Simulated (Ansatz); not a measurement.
`N=C1BCO1`. The species carries charge 0 and has multiplicity 1. The structure was optimised at the PBE0-D4/def2-TZVP level. It is one conformer, not always the lowest.

```xyz
9

N    -2.015    0.355    0.672
C    -0.844    0.184    0.247
B     0.486   -0.665    0.391
C     0.994    0.272   -0.757
O    -0.301    0.954   -0.759
H    -2.212   -0.315    1.410
H     0.890   -1.569    1.048
H     1.198   -0.184   -1.731
H     1.804    0.969   -0.521
```

Problem. What is the dipole moment at B3LYP/def2-TZVPP? (An estimate is asked.)

Solution. The calculation gave: 3.72 D, with components (2.83, -2.29, 0.76) D in this frame, pointing from negative to positive charge.

Problem. And with PBE, r2SCAN, ωB97M-V? (An estimate is asked.)

Solution. The calculation gave: PBE 3.39 D, r2SCAN 3.58 D, ωB97M-V 3.81 D.

Problem. Give the Mulliken charges with B3LYP, PBE, r2SCAN in def2-TZVPP. (Estimate.)

Solution. Ansatz gave: 
| atom | B3LYP | PBE | r2SCAN |
| --- | --- | --- | --- |
| N1 | -0.20 | -0.17 | -0.27 |
| C2 | 0.13 | 0.06 | 0.18 |
| B3 | -0.05 | -0.05 | -0.01 |
| C4 | -0.07 | -0.08 | 0.01 |
| O5 | -0.26 | -0.18 | -0.26 |
| H6 | 0.16 | 0.17 | 0.17 |
| H7 | 0.07 | 0.04 | 0.04 |
| H8 | 0.11 | 0.10 | 0.07 |
| H9 | 0.11 | 0.10 | 0.07 |

B3LYP here is the variant with VWN-RPA as its local correlation; programs differ in this.
